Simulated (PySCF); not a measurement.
Screening by computed properties: pick the candidate that meets the target.

Each SMILES stands for a single optimised conformer of the isolated species, non-relativistic unless stated; the electronic structure was computed with PySCF and density fitting.

Dipoles, sizes and rotational constants follow the conformer. The torsions of the flexible species, by atom-mapped SMILES:
- `[CH2:1]=[CH:2][C:3]1=[CH:4][SiH2:5][CH:6]=[C:7]1[CH:8]=[CH2:9]`: C1–C2–C3–C4 148°, C6–C7–C8–C9 148°
- `[CH:1]#[C:2][C@H:3]([CH3:4])[C:5]1=[CH:6][SiH2:7][CH:8]=[CH:9]1`: C2–C3–C5–C6 14°
- `[SiH3:1][CH2:2][c:3]1[cH:4][cH:5][c:6]2[c:7]([cH:8]1)[CH2:9]2`: Si1–C2–C3–C4 89°

The conformers of `C#C[Si]1(C=C)CC=CC1` aren't listed.

(1) Wanted: lowest singlet excitation between 4.8 eV and 5.6 eV (TDDFT wB97X-D/def2-SVPD) and vertical ionisation energy below 8.4 eV (ΔSCF wB97X-D/def2-SVPD), at PBE0-D3(BJ)/def2-SVP geometries. Which candidate meets both?
A. `[SiH3]CC1=CC2=C(C=C1)C2`
B. `C#C[C@H](C)C1=C[SiH2]C=C1`
C. `C=CC1=C[SiH2]C=C1C=C`
D. `C#C[Si]1(C=C)CC=CC1`

(2) Wanted: lowest triplet excitation (Tamm–Dancoff) above 4.2 eV (TDA wB97X-D/def2-SVPD) and HOMO–LUMO gap above 8.5 eV (wB97X-D/def2-SVPD), at PBE0-D3(BJ)/def2-SVP geometries. Which candidate meets both?
A. `C#C[Si]1(C=C)CC=CC1`
B. `C#C[C@H](C)C1=C[SiH2]C=C1`
C. `[SiH3]CC1=CC2=C(C=C1)C2`
D. `C=CC1=C[SiH2]C=C1C=C`

Answers

(1) A. Computed values:
```
                  species  lowest singlet excitation  vertical ionisation energy
     C=CC1=C[SiH2]C=C1C=C                    4.11 eV                     8.18 eV
C#C[C@H](C)C1=C[SiH2]C=C1                    4.52 eV                     8.57 eV
  [SiH3]CC1=CC2=C(C=C1)C2                    5.07 eV                     8.30 eV
      C#C[Si]1(C=C)CC=CC1                    6.06 eV                     9.00 eV
```

(2) A. Computed values:
```
                  species  lowest triplet excitation (Tamm–Dancoff)  HOMO–LUMO gap
     C=CC1=C[SiH2]C=C1C=C                                   2.54 eV        8.14 eV
C#C[C@H](C)C1=C[SiH2]C=C1                                   2.85 eV        8.84 eV
  [SiH3]CC1=CC2=C(C=C1)C2                                   4.01 eV        9.47 eV
      C#C[Si]1(C=C)CC=CC1                                   4.32 eV       10.18 eV
```
